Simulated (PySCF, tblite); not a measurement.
Isomers of C3H10O2SSi3. Level: GFN2-xTB in tblite, geometry and Hessian alike; calculated harmonic values, unscaled, isolated species. Against measured fundamentals such values can be off by several per cent, at times by over 20. Modes of hydrogen on silicon can be 10 to 20 % off. One conformer each.

Electronic energies: PBE0/pcSseg-1 single points on the GFN2-xTB geometries (PySCF, gas phase).

| SMILES | electronic energy, lowest = 0 (kcal/mol) |
| --- | --- |
| C=C1CO[Si@@]1(O[SiH3])S[SiH3] | 0.0 |
| C=C1[Si@@H](O)[Si@@H]([SiH3])C[S@@]1=O | 90.9 |
| O=CC(=O)[SiH2][C@@H]([SiH3])S[SiH3] | 99.9 |
| C[S@@](=O)[C@@H]1[SiH2][SiH2][SiH2]C1=O | 113.0 |

**Question.** How do GFN2-xTB zero-point energies change the relative energies?

**Answer.** 
| SMILES | ZPE (kcal/mol) | of it from modes above 1550 cm⁻¹ | electronic (kcal/mol) | with ZPE, lowest = 0 (kcal/mol) | lowest mode (cm⁻¹) | rings |
| --- | --- | --- | --- | --- | --- | --- |
| C=C1CO[Si@@]1(O[SiH3])S[SiH3] | 74.4 | 39.6 | 0.0 | 0.0 | 9 | 1 |
| C=C1[Si@@H](O)[Si@@H]([SiH3])C[S@@]1=O | 73.7 | 40.8 | 90.9 | 90.3 | 34 | 1 |
| O=CC(=O)[SiH2][C@@H]([SiH3])S[SiH3] | 68.3 | 39.4 | 99.9 | 93.8 | 14 | 0 |
| C[S@@](=O)[C@@H]1[SiH2][SiH2][SiH2]C1=O | 72.8 | 38.7 | 113.0 | 111.4 | 52 | 1 |

The zero-point energies span 6.1 kcal/mol, from `O=CC(=O)[SiH2][C@@H]([SiH3])S[SiH3]` to `C=C1CO[Si@@]1(O[SiH3])S[SiH3]`. The order is unchanged.

**Question.** And how do the electronic energies of GFN2-xTB itself compare?

**Answer.** `C=C1CO[Si@@]1(O[SiH3])S[SiH3]` 0.0; `C=C1[Si@@H](O)[Si@@H]([SiH3])C[S@@]1=O` 113.8; `O=CC(=O)[SiH2][C@@H]([SiH3])S[SiH3]` 123.3; `C[S@@](=O)[C@@H]1[SiH2][SiH2][SiH2]C1=O` 135.4 kcal/mol, lowest = 0. Against the energies above, taken from the same isomer `C=C1CO[Si@@]1(O[SiH3])S[SiH3]`, the largest difference is 23.4 kcal/mol.
